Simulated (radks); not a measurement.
Results of a calculation; reference values are marked as such.
Xe3+, configuration [Kr] 4d10 5s2 5p3 (the NIST ground configuration).

Level of theory: Dirac Kohn-Sham, HCTH/407, spin-unpolarised, spherical densities, finite nucleus; open shells fill j = l - 1/2 first; Fermi nuclear charge, rms radius 4.7859 fm (a radial shooting solver on a logarithmic mesh with Libxc functionals).

Energy parts (eV):
part                       energy
total                 -202785.311
kinetic                215403.122
electron-nucleus      -491333.996
Hartree                 78341.223
exchange-correlation    -5195.661

Orbitals (lengths in bohr, moments of r in powers of bohr):
orbital	occ.	eigenvalue (eV)	<r>	small-component weight
1s1/2	2	-34369.19	0.02667	3.96e-02
2s1/2	2	-5383.192	0.1142	8.50e-03
2p1/2	2	-5062.459	0.09619	8.53e-03
2p3/2	4	-4737.825	0.1020	8.09e-03
3s1/2	2	-1129.783	0.3059	2.54e-03
3p1/2	2	-996.0995	0.2959	2.48e-03
3p3/2	4	-934.2979	0.3075	2.36e-03
3d3/2	4	-698.6587	0.2782	2.24e-03
3d5/2	6	-685.5584	0.2819	2.21e-03
4s1/2	2	-232.0388	0.7155	7.41e-04
4p1/2	2	-184.5406	0.7438	6.79e-04
4p3/2	4	-172.1678	0.7713	6.40e-04
4d3/2	4	-95.0567	0.8627	5.01e-04
4d5/2	6	-93.0366	0.8731	4.91e-04
5s1/2	2	-50.3535	1.742	1.54e-04
5p1/2	2	-38.2178	1.956	1.22e-04
5p3/2	1	-36.4985	2.026	1.15e-04
5d3/2	0	-20.4033	2.747	6.48e-05
5d5/2	0	-20.2161	2.772	6.38e-05
6s1/2	0	-18.4204	3.726	4.41e-05
4f5/2	0	-15.7388	1.913	1.38e-04
4f7/2	0	-15.6561	1.930	1.35e-04

The highest occupied level is 5p3/2 at -36.498 eV. The electron density at the nucleus is 2.712e+05 e/bohr^3. Summed over all electrons, <r^2> = 35.84 bohr^2, which gives a Langevin (diamagnetic) susceptibility term of -28.4 x 10^-6 cm^3/mol.
